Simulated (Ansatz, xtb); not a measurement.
C7H14: which of two isomers lies lower

Structure I: `C1CCCCCC1`, a singlet. Structure II: `CC1CCCCC1`, a singlet. Both are isolated molecules in the gas phase, relaxed with B3LYP/def2-SVP, each in the lowest conformer that the search found.

Quicker runs give these differences E(II) − E(I): GFN2-xTB −0.291 eV; HF/STO-3G −0.283 eV (at GFN2-xTB geometries); r2SCAN-D4/def2-SVP −0.270 eV (at GFN2-xTB geometries).

Problem. Estimate E(II) − E(I) at the level CCSD(T)/def2-SVP + ΔMP2/def2-TZVPP.

Solution. Calculated at CCSD(T)/def2-SVP + ΔMP2/def2-TZVPP: E(II) − E(I) = −0.290 eV, so structure II lies lower.

How the difference moves with the method:

```json
{"level": "GFN2-xTB", "geometry": "GFN2-xTB", "E(II) − E(I) (eV)": "−0.291", "departure from the last row (eV)": "0.000", "job, with rough time for the two": "optimisation, 0.25 s"}
{"level": "HF/STO-3G", "geometry": "GFN2-xTB", "E(II) − E(I) (eV)": "−0.283", "departure from the last row (eV)": "+0.007", "job, with rough time for the two": "single point, 0.86 s"}
{"level": "r2SCAN-D4/def2-SVP", "geometry": "GFN2-xTB", "E(II) − E(I) (eV)": "−0.270", "departure from the last row (eV)": "+0.020", "job, with rough time for the two": "single point, 5.4 s"}
{"level": "B3LYP/def2-SVP", "geometry": "B3LYP/def2-SVP", "E(II) − E(I) (eV)": "−0.220", "departure from the last row (eV)": "+0.070", "job, with rough time for the two": "optimisation, 48 s"}
{"level": "HF/def2-SVP", "geometry": "B3LYP/def2-SVP", "E(II) − E(I) (eV)": "−0.260", "departure from the last row (eV)": "+0.030", "job, with rough time for the two": "part of the CCSD(T) run"}
{"level": "MP2/def2-SVP", "geometry": "B3LYP/def2-SVP", "E(II) − E(I) (eV)": "−0.302", "departure from the last row (eV)": "−0.012", "job, with rough time for the two": "part of the CCSD(T) run"}
{"level": "CCSD(T)/def2-SVP", "geometry": "B3LYP/def2-SVP", "E(II) − E(I) (eV)": "−0.282", "departure from the last row (eV)": "+0.008", "job, with rough time for the two": "single point"}
{"level": "CCSD(T)/def2-SVP + ΔMP2/def2-TZVPP", "geometry": "B3LYP/def2-SVP", "E(II) − E(I) (eV)": "−0.290", "departure from the last row (eV)": "", "job, with rough time for the two": "single point, 2.2 min"}
```

As drawn, both hold the same kinds of bond in the same numbers. Structure I has 0 methyl groups, II 1. Structure I has a 7-membered ring, II a 6-membered ring.

None of the levels shown reverses the order. The largest departure from CCSD(T)/def2-SVP + ΔMP2/def2-TZVPP is that of B3LYP/def2-SVP, 0.070 eV. The last row adds to CCSD(T) the change of the MP2 difference between the two basis sets, here −0.008 eV.

With thermal terms from frequencies at re-optimised GFN2-xTB minima (ideal gas, soft modes damped towards free rotors, one conformer each, 298.15 K, 1 atm): the zero-point term adds −0.021 eV; ΔH is −0.307 and ΔG −0.328 eV.

Tabulated enthalpies of formation at 298 K are −118.1 kJ/mol for I (CRC Handbook of Chemistry and Physics) and −154.7 kJ/mol for II (CRC Handbook of Chemistry and Physics), a difference of −0.379 eV. Calculated less tabulated ΔH, with the same thermal term: GFN2-xTB +0.072, HF/STO-3G +0.079, r2SCAN-D4/def2-SVP +0.092, B3LYP/def2-SVP +0.143, HF/def2-SVP +0.103, MP2/def2-SVP +0.060, CCSD(T)/def2-SVP +0.081, CCSD(T)/def2-SVP + ΔMP2/def2-TZVPP +0.072 eV. Handbook values carry no stated uncertainty.

The correlated steps freeze 7 core orbitals. Run with Ansatz 0.2.0, xtb 6.7.1; the last row on 4 threads of Intel(R) Xeon(R) Platinum 8259CL CPU @ 2.50GHz (Skylake/Cascade Lake) on a shared host.
